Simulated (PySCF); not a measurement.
# AgBr: from constants to spectrum

PBE0 constants of AgBr, ¹Σ⁺ (singlet), closed shell (Ag cc-pVDZ-PP with ECP28, Br cc-pVDZ-PP with ECP10; scalar-relativistic core potentials (PySCF 2.14); masses 106.9051 and 78.9183 u):

* ωe: 246.4 cm⁻¹
* ωexe: 0.689 cm⁻¹
* Be: 0.063857 cm⁻¹
* αe: 0.000246 cm⁻¹
* D (centrifugal): 1.72e-08 cm⁻¹
* De to Ag (4d10 5s1) + Br: 2.84 eV

Question: Give the vibrational terms G(v) and spacings up to v = 6.

Answer: G(v) = ωe(v+½) − ωexe(v+½)².

```csv
v,G(v) (cm⁻¹),G(v) − G(v−1),Bv (cm⁻¹)
0,123.0,,0.06373
1,368.0,245.0,0.06349
2,611.7,243.6,0.06324
3,854.0,242.3,0.06300
4,1094.8,240.9,0.06275
5,1334.4,239.5,0.06250
6,1572.5,238.1,0.06226
```

Question: How well does the Morse estimate ωe²/(4ωexe) reproduce De, and what is D0?

Answer: It gives 2.73 eV, 96 % of the computed De. D0 = De − G(0) = 2.84 − 0.02 = 2.82 eV.

Spin–orbit coupling is left out, which matters for elements this heavy, above all for dissociation energies.
